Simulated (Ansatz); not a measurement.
Stepwise reaction of `[CH3][GaH][CH3]` with hydrogen, as a gas-phase model of exchange steps in deposition or etching. ΔE in kJ/mol.

Isolated molecules relaxed with PBE0-D4/def2-TZVP in Ansatz; ΔE leaves out vibrations. CCSD(T)/CBS adds triple-zeta CCSD(T) − MP2 to the extrapolated MP2 energy (def2 sets, frozen cores). This one scheme is used for every species. DFT in def2-TZVPP. B3LYP here is the variant with VWN-RPA as its local correlation; programs differ in this. For Ga outer-core shells are correlated without core-valence functions, which leaves a few kJ/mol of doubt a bond. Scalar relativity is left out up to krypton.

```json
{"step": "2", "reaction": "`[CH3][GaH2]` + H₂ → `[GaH3]` + CH₄", "PBE-D4": "-31.8", "B3LYP-D4": "-37.5", "ωB97M-V": "-36.1", "CCSD(T)/CBS": "-29.5"}
```

Problem. Give the row of step 1, `[CH3][GaH][CH3]` + H₂ → `[CH3][GaH2]` + CH₄. (Best estimate.)

Solution. Computed: 
```tsv
step	reaction	PBE-D4	B3LYP-D4	ωB97M-V	CCSD(T)/CBS
1	`[CH3][GaH][CH3]` + H₂ → `[CH3][GaH2]` + CH₄	-32.7	-37.9	-36.5	-30.1
```

Problem. By hand: ΔE of the 2 steps together at CCSD(T)/CBS.

Solution. (-30.1) + (-29.5) = -59.6 kJ/mol, or -29.8 kJ/mol a step.

In ΔE the steps differ by no more than 0.6 kJ/mol. All are downhill at CCSD(T)/CBS. PBE-D4 differs from CCSD(T)/CBS by -2.6 to -2.3 kJ/mol a step. Isolated molecules leave out the surface, adducts and barriers. Largest T1 diagnostic: 0.013.
